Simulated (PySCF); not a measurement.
EPR parameters of C6H5OS2

Species: C6H5OS2 (doublet state).
Geometry (GFN2-xTB, Å), atoms numbered from 1 in this order:
```xyz
14
C6H5OS2 angstrom
C     -2.4146    0.8641   -0.1211
C     -1.6058   -0.3753   -0.0781
S     -2.2508   -1.8860   -0.1052
C     -0.1826   -0.3117   -0.0096
C      0.6064   -1.3926    0.0318
C      2.0193   -1.2088    0.0993
O      2.9287   -1.9949    0.1446
C      2.2815    0.3238    0.1085
S      0.7203    1.2309    0.0296
H     -3.4756    0.6358   -0.1708
H     -2.1250    1.4620   -0.9869
H     -2.2085    1.4687    0.7637
H      2.8966    0.5899   -0.7509
H      2.8094    0.5938    1.0229
```

The hyperfine couplings belong to this conformer and change with its torsions.

The species is `CC(=S)C1=[C]C(=O)CS1` [radical].

The calculation used PySCF, UKS B3LYP, pcH-1 on C H O S, non-relativistic, mean-field spin-orbit, GIAO. Geometry: GFN2-xTB, one conformer, isolated molecule. The geometry wasn't refined by DFT: couplings that depend on bond lengths, twists or pyramidal angles can differ widely from those at the functional's own minimum. Stability of the SCF solution: not tested. ⟨S²⟩ is 0.778 where a pure state has 0.75.

- g1, g2, g3: 1.99411, 2.00039, 2.00318
- g_iso: 1.99923
- Form of g: rhombic: the two nearest values differ by 31 % of g3 − g1
- ⟨S²⟩: 0.7783 (exact 0.7500)
- α and β electrons: 41, 40
- Total energy: -1103.15846 Eh

Isotropic coupling and dipolar principal values T1 to T3, in mT (MHz turned into mT with g_iso):

```
atom  isotope  a_iso  of which spin–orbit     T1     T2    T3  Mulliken spin population
  C1      13C  -0.02                 0.00   0.00   0.00  0.01                      0.00
  C2      13C   0.75                 0.00  -0.13   0.01  0.12                      0.05
  S3      33S   0.34                -0.02  -0.89  -0.20  1.09                      0.02
  C4      13C  -0.08                 0.00  -0.70   0.05  0.65                     -0.13
  C5      13C  16.12                -0.02  -2.80  -1.67  4.47                      0.96
  C6      13C   0.93                 0.00  -0.29  -0.18  0.48                     -0.03
  O7      17O  -0.09                 0.00  -0.35   0.10  0.25                      0.03
  C8      13C   2.49                 0.00  -0.21  -0.17  0.39                      0.07
  S9      33S  -0.06                 0.01  -0.47  -0.16  0.63                      0.03
 H10       1H   0.04                 0.00  -0.04  -0.02  0.06                      0.00
 H11       1H   0.15                 0.00  -0.04  -0.02  0.06                      0.00
 H12       1H   0.15                 0.00  -0.04  -0.02  0.06                      0.00
 H13       1H  -0.04                 0.00  -0.14  -0.04  0.18                      0.00
 H14       1H  -0.04                 0.00  -0.14  -0.04  0.18                      0.00
```

The largest Mulliken spin populations are on C5 (+0.96), C4 (-0.13) and C8 (+0.07). No atom but C5 exceeds +0.15. The positive populations add up to 1.16 and the negative ones to -0.16, together 2S = 1.

Axes: g2 points within 2° of the C2–C4 bond.

Under fast tumbling the dipolar parts average out, and these isotropic splittings remain: 3 × 1H (H10/H11/H12, I = 1/2, 4 lines) with 0.11 mT and 2 × 1H (H13/H14, I = 1/2, 3 lines) with 0.04 mT.

Class means assume fast exchange of nuclei equivalent by connectivity; if that motion is slow, each nucleus keeps its own coupling.

The 33S coupling of S3 (9.4 MHz) shows only in satellite lines or after enrichment, since that isotope makes up about 0.76 % of natural sulfur.

The 13C coupling of C5 (451.1 MHz) shows only in satellite lines or after enrichment, since that isotope makes up about 1.07 % of natural carbon.

β density exceeds α density at some nuclei, such as S9 (-0.0054) and C4 (-0.0021), spin density in bohr⁻³. In a single determinant that takes different orbitals for the two spins, that is spin polarisation.

On Arm Neoverse V2, one thread (shared host), this took 2.5 min wall (grids of density and orbitals included) and 1.1 GiB of memory at its peak.
